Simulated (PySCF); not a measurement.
**Ionisation energy of Sb¹⁰⁺ by level of theory**

Sb¹⁰⁺ [Kr] 4d5 (6S) → Sb¹¹⁺ [Kr] 4d4 (5D), as a difference of total energies. All numbers are calculated (PySCF 2.14, scalar relativity by spin-free X2C-1e, in an even-tempered Gaussian basis (21 s from 0.28 bohr⁻², ratio 2.5; 15 p from 0.36 bohr⁻², ratio 2.5; 11 d from 0.36 bohr⁻², ratio 2.5; 5 f from 2.3 bohr⁻², ratio 2.7; 4 g from 3.5 bohr⁻², ratio 2.7)). Correlated levels: outer shells: [Ar] 3d10 frozen; virtual orbitals above 40 to 60 times the deepest correlated orbital energy dropped. The calculations carry no spin-orbit coupling.

Task: Order these methods by the ionisation energy they give, lowest first.
A. LDA
B. PBE0
C. r2SCAN
D. PBE

Result: D (215.90 eV), A (216.00 eV), B (216.15 eV), C (216.38 eV).

A first-order spin-orbit estimate (lowest level to lowest level, LS coupling) adds -0.953 eV.

For comparison: 214 ± 2.4 eV (theoretical estimate listed by NIST; NIST Atomic Spectra Database, ionization energies).
